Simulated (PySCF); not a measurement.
CH7FO2Si2, SMILES O[Si](O)(F)C[SiH3].

Geometry: B3LYP-D3(BJ)/def2-SVP. This is a generated structure with no PubChem entry under its InChIKey; it may be hypothetical. One conformer was computed; it need not be the lowest.

Two levels are set side by side: PBE/def2-TZVP (PySCF) and ωB97X/def2-TZVP (PySCF). Same geometry, gas phase. Differences are taken from unrounded values.

| quantity | ωB97X |
|---|---|
| orbital gap (eV) | 13.56 |
| highest occupied level (eV) | -11.24 |
| lowest empty level (eV) | 2.33 |
| dipole moment (D) | 1.75 |
| mean polarisability (bohr³) | 66.2 |

**Question.** What does PBE give, and how far is it from ωB97X? (An estimate is asked for; the answer gives what the named calculation found.)

**Answer.** 
| quantity | PBE | PBE minus ωB97X |
|---|---|---|
| orbital gap (eV) | 6.87 | -6.70 |
| highest occupied level (eV) | -7.40 | 3.83 |
| lowest empty level (eV) | -0.53 | -2.86 |
| dipole moment (D) | 1.72 | -0.03 |
| mean polarisability (bohr³) | 70.3 | 4.1 |

PBE's occupied levels lie high since its potential decays too fast outside the molecule; exact exchange lowers them and widens the gap. Loosely held outer electrons make PBE densities more polarisable. Differences between two approximate levels are no errors against the true value.

Rough cost on one machine, each run with all the roots and properties that it gave: ωB97X against PBE within a factor of 2.
